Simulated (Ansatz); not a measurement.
Reaction (hydrogenolysis of the Si–O bond): `O[SiH2][SiH2][SnH3]` + H₂ → `[SiH3][SiH2][SnH3]` + H₂O

Isolated molecules relaxed with PBE0-D4/def2-TZVP in Ansatz; ΔE leaves out vibrations. CCSD(T)/CBS is the MP2 limit (def2-TZVPP, def2-QZVPP) plus CCSD(T) − MP2 in def2-TZVPP, frozen cores. This one scheme is used for every species. Elements past krypton have def2 core potentials. For Sn outer-core shells are correlated without core-valence functions, which leaves a few kJ/mol of doubt a bond. Each species was taken in one conformer, which may not be the lowest.

```
              species  CCSD(T)/def2-SVP energy (Eh)
`O[SiH2][SiH2][SnH3]`                    -871.08708
                   H₂                      -1.16345
 `[SiH3][SiH2][SnH3]`                    -796.06104
                  H₂O                     -76.17468
```

Q: Work out ΔE.

A: ΔE = (-796.06104) + (-76.17468) − (-871.08708) − (-1.16345) = 0.01481 Eh = +9.3 kcal/mol. CCSD(T)/CBS gives +13.5 kcal/mol.

Q: What do rigid-rotor, harmonic-oscillator terms from PBE0-D4/def2-TZVP frequencies (298.15 K, 1 bar) make of the CCSD(T)/CBS value? (An estimate is asked.)

A: The calculation gave: ΔZPE = +2.8 kcal/mol, ΔH = +15.9 kcal/mol, ΔS = 33 J/(mol·K), ΔG = +13.6 kcal/mol. Modes under 50 cm⁻¹ make the entropy rough.

Largest T1 diagnostic among the species: 0.014.

From r2SCAN to r2SCAN0 (25 % exact exchange), in def2-TZVPP and without D4, ΔE moves by −0.9 kcal/mol. Leaving LDA and LC-ωPBE aside and taking each functional with its dispersion term where it has one, the values, not all of them listed here, spread over 2.6 kcal/mol, from HSE06-D4 to BLYP-D4. LDA lies +1.4 kcal/mol from PBE without D4. In def2-TZVPP, CCSD(T) changes the Hartree–Fock value by +1.5 kcal/mol (the triples alone add +0.7 kcal/mol) and MP2 by +3.1 kcal/mol.
